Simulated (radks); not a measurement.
Cu II, 28 electrons, occupied as [Ar] 3d10. Calculated with a radial shooting solver on a logarithmic mesh with Libxc functionals: non-relativistic Kohn-Sham, PBE, spin-unpolarised, spherical densities, point nucleus. Some entries of the table are withheld. Estimate them.

orbital,occ.,eigenvalue (hartree),r(max) (bohr)
1s,2,-321.7412,(1)
2s,2,(2),0.1998
2p,6,-33.80728,0.1595
3s,2,(3),0.6222
3p,6,-2.92800,0.6236
3d,10,(4),0.6024

Answer. 
(1) 1s r(max) (bohr): 0.03488
(2) 2s eigenvalue (hartree): -38.51917
(3) 3s eigenvalue (hartree): -4.39133
(4) 3d eigenvalue (hartree): -0.50536
